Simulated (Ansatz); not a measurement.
Born–Oppenheimer molecular dynamics of BCl₃FH (6 atoms, charge 0, multiplicity 1). It starts at the highest image of a converged band, a first-order saddle point between two minima.

Method: RKS CAM-B3LYP-D4/6-31G* (Ansatz).

```json
{"ensemble": "NVE (velocity Verlet)", "time step": "0.5 fs", "steps asked": "200", "starting velocities drawn for": "100 K", "seed": "7306"}
```

First frame:

```xyz
6
Properties=species:S:1:pos:R:3
B -0.265 0.301 -0.198
Cl 1.684 -0.281 -0.168
Cl -1.036 -0.089 -1.735
Cl -0.481 1.889 0.538
H 0.620 -1.013 0.731
F -0.522 -0.807 0.832
```

Problem. How far do the bonds stretch over the last three quarters of this one trajectory? (Pairs bonded in most of those frames.)

Solution. 
| bond | mean (Å) | spread (Å) | shortest | longest |
| --- | --- | --- | --- | --- |
| B1–Cl2 | 1.774 | 0.063 | 1.66 | 1.89 |
| B1–Cl3 | 1.755 | 0.043 | 1.68 | 1.83 |
| B1–Cl4 | 1.750 | 0.037 | 1.69 | 1.82 |
| H5–F6 | 0.939 | 0.011 | 0.92 | 0.97 |

Mean temperature of the second half: 857 K. The conserved energy stayed within 0.044 meV per atom of its start (net change -0.023 meV per atom), so the integration is sound. The system heated up, since it started high on the potential surface and ran downhill. A run of 0.1 ps of so small a system gives no equilibrium averages. The orbitals stay closed-shell, which can raise the energy where a bond breaks towards radicals; this wasn't checked here.

The run took 8.5 min on 2 threads of Arm Neoverse V2, with other jobs on the host, peak memory 0.21 GiB.
